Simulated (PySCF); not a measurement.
SMILES FC(F)(F)CBr, singlet, PBE/def2-SVP optimised geometry.

```
8

F      1.31    -1.54     0.00
C      0.88    -0.25     0.00
F      1.40     0.35    -1.09
F      1.39     0.35     1.09
C     -0.64    -0.25     0.00
Br    -1.40     1.54     0.00
H     -1.00    -0.77     0.90
H     -1.00    -0.78    -0.90
```

Density from PBE/def2-TZVP (PySCF) at that geometry.

Minimum of the electron density along straight lines between bonded atoms, close to the bond critical point (lines longer than 1.1 times the sum of covalent radii, or with two minima, are not listed):

| bond | length / Å | ρ at the minimum / e bohr⁻³ | ∇²ρ there / e bohr⁻⁵ | position (fraction from the first atom) |
|---|---|---|---|---|
| F1–C2 | 1.357 | 0.277 | -0.56 | 0.65 |
| C2–F3 | 1.347 | 0.284 | -0.56 | 0.35 |
| C2–F4 | 1.346 | 0.284 | -0.56 | 0.35 |
| C2–C5 | 1.522 | 0.261 | ___ | 0.52 |
| C5–Br6 | 1.943 | ___ | ___ | 0.45 |
| C5–H7 | 1.105 | 0.274 | -0.93 | 0.66 |
| C5–H8 | 1.105 | 0.274 | -0.93 | 0.66 |

Q: Fill in the missing entries.

A: 
- C2–C5, ∇²ρ there / e bohr⁻⁵: -0.67
- C5–Br6, ρ at the minimum / e bohr⁻³: 0.150
- C5–Br6, ∇²ρ there / e bohr⁻⁵: -0.13
